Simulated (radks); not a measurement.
The oxygen anion O- inside a hard spherical wall (all orbitals vanish at R), configuration held at [He] 2s2 2p5 and not refilled when levels cross. Method: non-relativistic Kohn-Sham, LDA (Slater exchange, VWN5 correlation), spin-polarised, spherical densities, point nucleus; open shells are filled with parallel spins first; computed with a radial shooting solver on a logarithmic mesh with Libxc functionals. Eigenvalues in eV for spin up, with the zero of energy where the potential of the charges vanishes at infinity; a dash marks a level that is unbound or too diffuse for the functional's potential to be trusted. A positive occupied level is held by the wall or, in an anion where self-interaction has pushed it up, behind a barrier. The pressure on the wall is -dE/dV.

R (bohr)  E (hartree)  kinetic (hartree)    e(1s)    e(2s)   e(2p)  e(3s, empty)  e(3p, empty)  pressure (GPa)
15          -74.60656             74.232  -498.62  -13.348   0.802         3.049         3.478         0.00128
12          -74.60601             74.232  -498.45  -13.181   0.958         3.896         4.653         0.00462
8           -74.60210             74.246  -497.90  -12.674   1.434         6.346         8.204           0.101
5           -74.55980             74.409  -495.36  -10.738   3.383        14.246        18.414            4.36
4           -74.46610             74.761  -491.97   -8.448   5.875        23.512        28.869            25.0
3           -74.05403             76.201  -482.34   -2.263  12.877        48.587        54.264             221
